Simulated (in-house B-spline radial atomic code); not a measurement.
Configurations of Fe8+, with energies counted from [Ne] 3s2 3p6. Method: Dirac-Hartree-Fock, average of configuration, Fermi nucleus of rms radius 3.7377 fm. Calculated with an all-electron radial atomic-structure program (B-spline basis). Energies include first-order Breit, QED and recoil terms.

Occupations are held fixed; configurations that lie above the ionisation limit could autoionise.

```tsv
configuration	E - E(ref) (eV)	highest orbital	its <r> (bohr)
[Ne] 3s2 (3p1/2)2 (3p3/2)3 5s1	167.39	5s1/2	2.848
[He] 2s2 (2p1/2)2 (2p3/2)3 3s2 3p6 (5d3/2)1	868.48	5d3/2	3.196
[He] 2s2 (2p1/2)2 (2p3/2)3 3s2 3p6 (5g7/2)1	876.64	5g7/2	3.043
[He] 2s2 (2p1/2)2 (2p3/2)3 3s2 3p6 (6d5/2)1	885.65	6d5/2	4.908
[He] 2s2 (2p1/2)1 (2p3/2)4 3s2 3p6 (5f7/2)1	887.32	5f7/2	3.317
[He] 2s2 (2p1/2)1 (2p3/2)4 3s2 3p6 6s1	890.66	6s1/2	4.358
[He] 2s2 (2p1/2)1 (2p3/2)4 3s2 3p6 (6g7/2)1	902.33	6g7/2	4.868
```

Task: Order these further configurations by energy, lowest first.
A. [Ne] 3s1 3p6 (4f5/2)1
B. [Ne] 3s2 (3p1/2)2 (3p3/2)3 (5p1/2)1
C. [Ne] 3s2 (3p1/2)2 (3p3/2)3 7s1
D. [Ne] 3s2 (3p1/2)2 (3p3/2)3 (7g9/2)1
E. [Ne] 3s2 (3p1/2)2 (3p3/2)3 (5d5/2)1

Result: B (172.59 eV), E (180.94 eV), C (203.1 eV), A (206.09 eV), D (209.91 eV).

Task: How far above the reference does [He] 2s2 (2p1/2)1 (2p3/2)4 3s2 3p6 7s1 lie?

Result: 903.45 eV; its least bound orbital is 7s1/2 with <r> = 6.23 bohr.

Task: How far above the reference does [Ne] 3s2 (3p1/2)1 (3p3/2)4 (4d5/2)1 lie?

Result: 149.87 eV; its least bound orbital is 4d5/2 with <r> = 1.862 bohr.
